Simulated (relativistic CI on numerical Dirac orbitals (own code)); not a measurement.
# Calculated levels, Gd XX

Calculated at this level of theory: Dirac-Coulomb-Breit CI, separate exchange-only KLI orbitals for each configuration, model QED (radiative potential, 1s self-energy scaled to tabulated hydrogen-like ionisation energies), unscaled Slater integrals (own radial code, finite nucleus).

Configuration list (outside the closed core [Ar] 3d10): 4s²4p⁶4d⁹, 4s²4p⁵4d¹⁰, 4s²4p⁶4d⁸4f, 4s4p⁶4d¹⁰, 4s²4p⁵4d⁹4f, 4s²4p⁶4d⁸5s, 4s²4p⁶4d⁸5p, 4s4p⁶4d⁹4f, 4s²4p⁶4d⁷4f5s, 4s²4p⁶4d⁸5d, 4s²4p⁶4d⁷5s5p, 4s²4p⁵4d⁹5s, 4s²4p⁶4d⁸5f, 4s²4p⁶4d⁸6s, 4s²4p⁵4d⁹5p, 4s²4p⁶4d⁸6p, 4s²4p⁶4d⁸5g, 4s²4p⁶4d⁸6d, 4s²4p⁵4d⁹5d, 4s4p⁶4d⁹5s, 4s4p⁶4d⁸4f5s, 4s²4p⁶4d⁸6f, 4s²4p⁶4d⁸7s, 4s²4p⁶4d⁷5s², 4s²4p⁶4d⁶4f5s², 4s²4p⁵4d⁷4f5s², 4s²4p⁶4d⁶5s²5p, 4p⁶4d⁹4f², 4p⁵4d¹⁰4f², 4p⁶4d⁸4f³, 4p⁵4d⁹4f³, 4p⁶4d⁸4f²5s, 4p⁶4d⁸4f²5p. Double excitations out of closed p, d and f shells are left out; levels of such configurations are missing from the list, as are those of other unlisted configurations, and high levels can miss mixing partners. These lack a partner that the ground configuration has and come out too high: 4s²4p⁶4d⁸5d, 4s²4p⁵4d⁹5s, 4s²4p⁶4d⁸5f, 4s²4p⁶4d⁸6s, 4s²4p⁵4d⁹5p.

The lowest level is 4s²4p⁶4d⁹ ²D5/2, with 100 % of that term; Hund's rules for 4s²4p⁶4d⁹ give ²D with J = 5/2, in agreement.

| No. | Configuration | Term | J | E (cm⁻¹) | % | Next component (%) | Landé g | jj configuration (%) |
| --- | --- | --- | --- | --- | --- | --- | --- | --- |
| 1 | 4s²4p⁶4d⁹ | ²D | 5/2 | 0 | 100 |  | 1.198 | 4d5/2^5 (100) |
| 2 | 4s²4p⁶4d⁹ | ²D | 3/2 | 55096 | 100 |  | 0.797 | 4d3/2^3 4d5/2^6 (100) |
| 3 | 4s²4p⁵4d¹⁰ | ²P° | 3/2 | 1037430 | 77 | 23 4s²4p⁶4d⁸4f ²P° | 1.334 | 4p3/2^3 (77) |
| 4 | 4s²4p⁶4d⁸4f | ⁴F° | 5/2 | 1133962 | 42 | 27 ⁴D° | 1.137 | 4d5/2^4 4f5/2 (94) |
| 5 | 4s²4p⁶4d⁸4f | ⁴F° | 7/2 | 1134896 | 63 | 20 ⁴D° | 1.247 | 4d5/2^4 4f5/2 (69) |
| 6 | 4s²4p⁶4d⁸4f | ⁴D° | 3/2 | 1144316 | 37 | 24 ⁴P° | 1.230 | 4d5/2^4 4f5/2 (80) |
| 7 | 4s²4p⁶4d⁸4f | ⁴F° | 9/2 | 1144325 | 79 | 13 ⁴G° | 1.293 | 4d5/2^4 4f7/2 (55) |
| 8 | 4s²4p⁶4d⁸4f | ²F° | 5/2 | 1152142 | 30 | 29 ⁴D° | 1.215 | 4d5/2^4 4f5/2 (63) |
| 9 | 4s²4p⁶4d⁸4f | ²P° | 1/2 | 1153898 | 55 | 14 ⁴P° | 1.059 | 4d5/2^4 4f7/2 (88) |
| 10 | 4s²4p⁶4d⁸4f | ⁴I° | 15/2 | 1159131 | 91 | 9 ²K° | 1.187 | 4d5/2^4 4f7/2 (97) |
| 11 | 4s²4p⁶4d⁸4f | ⁴I° | 13/2 | 1160396 | 46 | 29 ⁴H° | 1.125 | 4d5/2^4 4f5/2 (80) |
| 12 | 4s²4p⁶4d⁸4f | ⁴D° | 7/2 | 1161283 | 61 | 19 ²F° | 1.318 | 4d5/2^4 4f7/2 (57) |
| 13 | 4s²4p⁶4d⁸4f | ⁴H° | 11/2 | 1166081 | 47 | 34 ⁴G° | 1.160 | 4d5/2^4 4f5/2 (67) |
| 14 | 4s²4p⁶4d⁸4f | ⁴F° | 3/2 | 1167877 | 48 | 23 ⁴P° | 0.986 | 4d3/2^3 4d5/2^5 4f5/2 (40) |
| 15 | 4s²4p⁶4d⁸4f | ⁴H° | 13/2 | 1170549 | 56 | 35 ²I° | 1.154 | 4d5/2^4 4f7/2 (81) |
| 16 | 4s²4p⁶4d⁸4f | ²G° | 9/2 | 1173885 | 35 | 26 ⁴H° | 1.059 | 4d5/2^4 4f5/2 (66) |
| 17 | 4s²4p⁶4d⁸4f | ²D° | 3/2 | 1183670 | 41 | 38 ⁴F° | 0.822 | 4d3/2^3 4d5/2^5 4f5/2 (63) |
| 18 | 4s²4p⁶4d⁸4f | ⁴G° | 11/2 | 1184927 | 37 | 30 ⁴I° | 1.118 | 4d5/2^4 4f7/2 (61) |
| 19 | 4s²4p⁶4d⁸4f | ⁴D° | 1/2 | 1185386 | 59 | 31 ²P° | 0.314 | 4d3/2^3 4d5/2^5 4f5/2 (38) |
| 20 | 4s²4p⁶4d⁸4f | ⁴P° | 5/2 | 1188508 | 32 | 30 ²F° | 1.114 | 4d3/2^3 4d5/2^5 4f5/2 (38) |
| 21 | 4s²4p⁶4d⁸4f | ²G° | 7/2 | 1189525 | 51 | 24 ⁴H° | 0.893 | 4d5/2^4 4f5/2 (60) |
| 22 | 4s²4p⁶4d⁸4f | ⁴I° | 9/2 | 1191021 | 25 | 24 ²H° | 0.986 | 4d5/2^4 4f5/2 (62) |
| 23 | 4s²4p⁶4d⁸4f | ²P° | 3/2 | 1198144 | 43 | 21 ²D° | 1.167 | 4d5/2^4 4f5/2 (46) |
| 24 | 4s²4p⁶4d⁸4f | ²D° | 5/2 | 1198496 | 32 | 20 ⁴F° | 1.181 | 4d3/2^3 4d5/2^5 4f5/2 (41) |
| 25 | 4s²4p⁶4d⁸4f | ⁴P° | 1/2 | 1199990 | 44 | 26 ²P° | 1.702 | 4d3/2^3 4d5/2^5 4f5/2 (57) |
| 26 | 4s²4p⁶4d⁸4f | ⁴G° | 7/2 | 1200146 | 65 | 12 ⁴H° | 0.974 | 4d3/2^3 4d5/2^5 4f5/2 (63) |
| 27 | 4s²4p⁶4d⁸4f | ²G° | 9/2 | 1201568 | 30 | 24 ⁴F° | 1.050 | 4d5/2^4 4f7/2 (61) |
| 28 | 4s²4p⁶4d⁸4f | ⁴D° | 3/2 | 1203090 | 43 | 21 ²P° | 1.266 | 4d3/2^3 4d5/2^5 4f5/2 (70) |
| 29 | 4s²4p⁶4d⁸4f | ⁴P° | 1/2 | 1206976 | 31 | 30 ²S° | 1.512 | 4d3/2^3 4d5/2^5 4f7/2 (82) |
| 30 | 4s²4p⁶4d⁸4f | ⁴I° | 11/2 | 1211074 | 43 | 23 ²H° | 1.068 | 4d3/2^3 4d5/2^5 4f5/2 (43) |
| 31 | 4s²4p⁶4d⁸4f | ²G° | 9/2 | 1212904 | 47 | 25 ⁴F° | 1.159 | 4d3/2^3 4d5/2^5 4f7/2 (49) |
| 32 | 4s²4p⁶4d⁸4f | ²F° | 7/2 | 1214902 | 37 | 35 ²G° | 1.089 | 4d3/2^3 4d5/2^5 4f7/2 (60) |
| 33 | 4s²4p⁶4d⁸4f | ²I° | 11/2 | 1214949 | 37 | 31 ²H° | 1.060 | 4d5/2^4 4f7/2 (60) |
| 34 | 4s²4p⁶4d⁸4f | ⁴G° | 5/2 | 1216267 | 30 | 28 ⁴F° | 0.920 | 4d5/2^4 4f7/2 (27) |
| 35 | 4s²4p⁶4d⁸4f | ⁴I° | 13/2 | 1217421 | 50 | 27 ²I° | 1.092 | 4d3/2^3 4d5/2^5 4f7/2 (90) |
| 36 | 4s²4p⁶4d⁸4f | ²D° | 5/2 | 1219295 | 33 | 21 ⁴F° | 1.158 | 4d3/2^3 4d5/2^5 4f5/2 (35) |
| 37 | 4s²4p⁶4d⁸4f | ⁴H° | 9/2 | 1220286 | 39 | 20 ⁴G° | 1.076 | 4d3/2^3 4d5/2^5 4f5/2 (62) |
| 38 | 4s²4p⁶4d⁸4f | ²P° | 3/2 | 1220481 | 28 | 28 ⁴S° | 1.493 | 4d5/2^4 4f7/2 (59) |
| 39 | 4s²4p⁶4d⁸4f | ⁴F° | 7/2 | 1228224 | 49 | 29 ⁴H° | 1.038 | 4d3/2^3 4d5/2^5 4f5/2 (43) |
| 40 | 4s²4p⁶4d⁸4f | ²D° | 5/2 | 1229147 | 42 | 31 ⁴G° | 0.974 | 4d3/2^3 4d5/2^5 4f7/2 (33) |
| 41 | 4s²4p⁶4d⁸4f | ²K° | 13/2 | 1229998 | 75 | 23 ²I° | 0.968 | 4d3/2^3 4d5/2^5 4f5/2 (89) |
| 42 | 4s²4p⁶4d⁸4f | ⁴F° | 3/2 | 1230083 | 34 | 33 ²D° | 0.850 | 4d3/2^3 4d5/2^5 4f7/2 (65) |
| 43 | 4s²4p⁶4d⁸4f | ²H° | 11/2 | 1235264 | 62 | 21 ⁴H° | 1.111 | 4d3/2^3 4d5/2^5 4f7/2 (64) |
| 44 | 4s²4p⁶4d⁸4f | ⁴D° | 1/2 | 1236147 | 56 | 27 ²S° | 0.770 | 4d3/2^3 4d5/2^5 4f5/2 (51) |
| 45 | 4s²4p⁶4d⁸4f | ²K° | 15/2 | 1236502 | 91 | 9 ⁴I° | 1.076 | 4d3/2^3 4d5/2^5 4f7/2 (97) |

Energies count from the lowest computed level; ° marks odd parity. Filled j subshells are mostly left out of the jj labels.

The mean weight of the leading LS term, summed over parents, in these 45 levels is 50 %, and that of the leading jj configuration (from the same eigenvectors) 64 %, so jj coupling describes them better and the LS labels are nominal.

At this charge energies of transitions that change n are usually good to better than 1 %, and those within a shell (Δn = 0) to a few per cent.

LS names give the leading component of a level, which can be under half, so a name can repeat, a term be missing and a line seem to break the LS rules.
